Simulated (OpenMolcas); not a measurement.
V3+: effect of the metal basis

V3+ with 6 ligands (fluoride) in trigonal prismatic coordination (D3h) at 1.85 Å, a polar angle of 48.1° against the regular 49.1°. A charge of +0.5 e stands 2.6 Å behind each ligand.

```
Program             : OpenMolcas
Method              : SS-CASPT2, IPEA 0.25 Eh, imaginary shift 0.1 Eh (closed shells correlated: 3s 3p and the ligand valence shells)
Spin-orbit coupling : state interaction with AMFI integrals over the reference wave functions
```

Fixed: ligand basis ANO-RCC-VDZP, active space 2 electrons in 5 orbitals (3d), DKH2 Hamiltonian.

States (labels of D3, the rotations of D3h). Energies in cm-1 above the lowest state or level, χT in cm3 K/mol.

| Run | Metal basis | Ground state | First state of that spin | First gap with spin-orbit (degeneracies) | χT at 300 K | First state of another spin | Cost |
| --- | --- | --- | --- | --- | --- | --- | --- |
| A | ANO-RCC-VDZP | 3E | 3A2 9790 | 180 (2, 2) | 0.885 | 1A1 9700 | roughly 2.4 core-minutes |
| B | ANO-RCC-VTZP | 3E | 3A2 9430 | 180 (2, 2) | 0.891 | 1A1 9300 | roughly 5 core-minutes |

Against A, the first state of the same spin changes by -3.7 % in B.

Costs are those of the CASPT2 steps.

Roots that are degenerate in the reference are averaged as groups; the widest CASPT2 spread within a group is 150 cm-1 (the 2-fold group of multiplicity 3 near 0 cm-1 above the lowest state of its run, B). Shifts and gaps below about the spread of the groups concerned are not significant. Over all roots computed the reference weight is 0.72 in A, 0.71 to 0.72 in B; a low but even weight reflects the number of correlated electrons. An orbital doublet at a regular site is open to a Jahn-Teller distortion, which this geometry leaves out. Ligand-to-metal charge-transfer states are missing. With no ligand orbital active B as a rule stays too high, so bands that hang on it stand too high and its fall with covalency is understated. The distance lies 5 % under the 1.95 Å that this model takes as the normal distance (a Shannon-type radius plus a fixed donor radius); by an R⁻⁵ law this alone changes a d-shell field by about +30 %. No measured value stands beside these numbers; the geometry is a model, was not optimised and need not be the one that this ion takes.
